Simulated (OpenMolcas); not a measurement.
V3+: ligand-field states by method

V3+ with 6 ligands (ammonia) in trigonal prismatic coordination (C3h) at 2.06 Å, a polar angle of 54.0° against the regular 49.1°. Ligand basis ANO-RCC-VDZP.
```
V     0.0000    0.0000    0.0000
N     1.6668    0.0000    1.2105
H     1.9760    0.9457    1.4351
H     1.4947   -0.4729    2.0978
H     2.4572   -0.4729    0.7724
N    -0.8334    1.4435    1.2105
H    -1.8070    1.2384    1.4351
H    -0.8191    2.3645    0.7724
H    -0.3378    1.5308    2.0978
N    -0.8334   -1.4435    1.2105
H    -0.1690   -2.1841    1.4351
H    -1.6381   -1.8916    0.7724
H    -1.1568   -1.0580    2.0978
N     1.6668    0.0000   -1.2105
H     1.9760    0.9457   -1.4351
H     2.4572   -0.4729   -0.7724
H     1.4947   -0.4729   -2.0978
N    -0.8334    1.4435   -1.2105
H    -1.8070    1.2384   -1.4351
H    -0.3378    1.5308   -2.0978
H    -0.8191    2.3645   -0.7724
N    -0.8334   -1.4435   -1.2105
H    -0.1690   -2.1841   -1.4351
H    -1.1568   -1.0580   -2.0978
H    -1.6381   -1.8916   -0.7724
```

```yaml
Program: OpenMolcas
Basis: ANO-RCC-VDZP [5s4p2d1f]
Scalar_Hamiltonian: DKH2, point nucleus
Active_space: 2 electrons in 5 orbitals (3d)
State_averaging: 2S+1 = 3 even, 10 roots; 2S+1 = 1 even, 15 roots
Spin-orbit_coupling: RASSI with atomic mean-field integrals over the reference wave functions
```

I. CASSCF
II. SS-CASPT2, IPEA 0.25 Eh, imaginary shift 0.1 Eh (closed shells correlated: 3s 3p and the ligand valence shells)

Spin-free states in cm-1, each column counted from its own energy of the first state listed:

```json
{"State": "2S+1 = 3", "Degeneracy": "2", "I": "0", "II": "0"}
{"State": "2S+1 = 1", "Degeneracy": "1", "I": "11957", "II": "7920"}
{"State": "2S+1 = 3", "Degeneracy": "1", "I": "13581", "II": "12280"}
{"State": "2S+1 = 1", "Degeneracy": "2", "I": "14060", "II": "10110"}
{"State": "2S+1 = 3", "Degeneracy": "2", "I": "15865", "II": "17240"}
```

From I to II, I's first state of the same spin (2S+1 = 3) moves from 13581 to 12280 cm-1, by about -1300 cm-1.

From I to II, I's first state of another spin (2S+1 = 1) moves from 11957 to 7920 cm-1, by about -4000 cm-1.

χT at 300 K: I 0.90, II 0.90 cm3 K/mol.

Roots that are degenerate in the reference are averaged as groups; the widest CASPT2 spread within a group is 30 cm-1 (the 2-fold group of multiplicity 1 near 10100 cm-1 above the lowest state of its run, II). Shifts and gaps below about the spread of the groups concerned are not significant. Over all roots computed the reference weight is 0.69 to 0.70 in II; a low but even weight reflects the number of correlated electrons. An orbital doublet at a regular site is open to a Jahn-Teller distortion, which this geometry leaves out. The least metal-like active orbital is 85 % on the metal (Löwdin) and no ligand orbital is active, so the numbers are rough. Ligand-to-metal charge-transfer states are missing. With no ligand orbital active B as a rule stays too high, so bands that hang on it stand too high and its fall with covalency is understated. In this distorted geometry hydrogen atoms of neighbouring ligands come closer than 1.9 Å, so it is strained. Without dynamic correlation the repulsion within the d shell is too large (B by tens of per cent), so at a given field states of lower spin stand too high (holds for I). With metal d orbitals alone the field can be off either way by tens of per cent (holds for I). No measured value stands beside these numbers; the geometry was imposed, not optimised, and the real ion may take another.

A state without a sure symmetry label is named by its multiplicity alone.
